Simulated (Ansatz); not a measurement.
Ansatz (an electronic-structure program) input for Sn(Cl)(Me)(OH)2 (CH₅ClO₂Sn), SMILES [OH][Sn]([OH])([CH3])[Cl], PBE0/def2-SVPD. The structure is a stationary point at PBE0-D3(BJ)/def2-SVP. The structure was generated by enumeration; whether it is a known compound was not checked. The def2 effective core potentials stand for the cores of Sn; spin–orbit coupling is left out. Other conformers were not sampled.

Ansatz 0.2 input:
```yaml
crystal:
  periodic: [false, false, false]
  atoms:
    - {symbol: C, position_ang: [2.17776079, -0.16502396, -0.48034699]}
    - {symbol: Sn, position_ang: [0.09092582, 0.07368493, -0.22020177]}
    - {symbol: O, position_ang: [-0.99638381, -0.98098177, -1.48878466]}
    - {symbol: O, position_ang: [-0.35182039, 1.98172695, -0.42899780]}
    - {symbol: Cl, position_ang: [-0.67128495, -0.63292832, 1.89643171]}
    - {symbol: H, position_ang: [2.35107803, -0.76902870, -1.38055724]}
    - {symbol: H, position_ang: [2.63035768, 0.82862438, -0.59345125]}
    - {symbol: H, position_ang: [2.58930659, -0.67280927, 0.40118459]}
    - {symbol: H, position_ang: [-1.68485738, -1.47648937, -1.02825372]}
    - {symbol: H, position_ang: [-1.30126309, 2.14942056, -0.40383151]}
basis:
  gaussian:
    orbitals: def2-SVPD
hamiltonian:
  xc: {name: PBE0}
```

Log of the run:

```
Functional definition: PBE0
integrals: 0.12 GiB planned
1560 factors; their error is unknown
mean field: 0.95 GiB planned
mean field evaluation 1: about -23538.9314 eV, gradient 8.2e1 eV
mean field evaluation 2: about -23508.6885 eV, gradient 1.5e2 eV
mean field evaluation 4: about -23551.7563 eV, gradient 7.2e0 eV
mean field evaluation 8: about -23551.8812 eV, gradient 2.0e-1 eV
mean field evaluation 16: about -23552.0383 eV, gradient 1.1e-4 eV
mean field -23552.03827020 eV, -865.5214422850 hartree, gradient 2.3e-5 eV, S^2 0.000000; 0 other end points of the search recorded, 0 dependent functions left out
reference -23552.03831241 eV, -865.5214438363 hartree; 33, 33 occupied and 132, 132 virtual orbitals, 1560 factors
Total energy: -23552.03831241 eV, -865.5214438363 hartree
```

The calculation finished and met its thresholds.

Cost: very roughly 6 core-seconds.
